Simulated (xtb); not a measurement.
C₄H₆F₂, SMILES F[C@H]1C[C@@H](F)C1. All values are semi-empirical tight-binding results from xtb (GFN2-xTB unless named), good for trends rather than for accurate numbers. Geometry: GFN2-xTB. The structure was generated by enumeration; whether it is a known compound was not checked.

Optimised geometry:

Bonds (Å): F1–C2 1.370, C2–C3 1.534, C2–C6 1.534, C2–H7 1.093, C3–C4 1.534, C3–H8 1.086, C3–H9 1.088, C4–F5 1.370, C4–C6 1.534, C4–H10 1.093, C6–H11 1.088, C6–H12 1.086. Angles (°): F1–C2–C3 115.0, F1–C2–C6 115.0, F1–C2–H7 106.6, C3–C2–C6 89.9, C3–C2–H7 115.0, C6–C2–H7 115.0, C2–C3–C4 88.7, C2–C3–H8 117.2, C2–C3–H9 111.2, C4–C3–H8 117.2, C4–C3–H9 111.2, H8–C3–H9 109.9, C3–C4–F5 115.0, C3–C4–C6 89.9, C3–C4–H10 115.0, F5–C4–C6 115.0, F5–C4–H10 106.6, C6–C4–H10 115.0, C2–C6–C4 88.7, C2–C6–H11 111.2, C2–C6–H12 117.2, C4–C6–H11 111.2, C4–C6–H12 117.2, H11–C6–H12 109.9.

```
Item                                               Value
-----------------------------------------  -------------
point group as xtb finds it                          C2v
orbital gap                                     11.83 eV
dipole moment                                     2.62 D
zero-point energy                          58.5 kcal/mol
G − E(el) at 298.15 K (modified RRHO)      40.5 kcal/mol
static polarisability (D4 model)              47.4 bohr³
solvation energy, GFN2-xTB/ALPB(water)     -3.5 kcal/mol
solvation energy, GFN2-xTB/ALPB(methanol)  -4.7 kcal/mol
```

Computed IR lines (harmonic; lines under 4 % of the strongest left out, lines within 3 cm⁻¹ merged):
ν (cm⁻¹): 84 (w), 337 (m), 418 (m), 862 (m), 949 (w), 1043 (vs), 1070 (w), 1103 (m), 1151 (vs), 1166 (m), 1229 (w), 1240 (w), 1310 (vs), 1435 (w), 2953 (s), 3035 (m), 3041 (m) (against the strongest line: vs over 80 %, s over 45 %, m over 15 %, w over 4 %, vw less)

**Question.** Give the atomic charges and the Wiberg bond orders between heavy atoms. (The exact figures need the calculation; the answer reports its results.)

**Answer.** charges (e) F1 -0.24, C2 0.14, C3 -0.08, C4 0.14, F5 -0.24, C6 -0.08, H7 0.05, H8 0.05, H9 0.09, H10 0.05, H11 0.09, H12 0.05. Bond orders F1–C2 0.94, C2–C3 0.99, C3–C4 0.99, C4–F5 0.94, C2–C6 0.99, C4–C6 0.99.
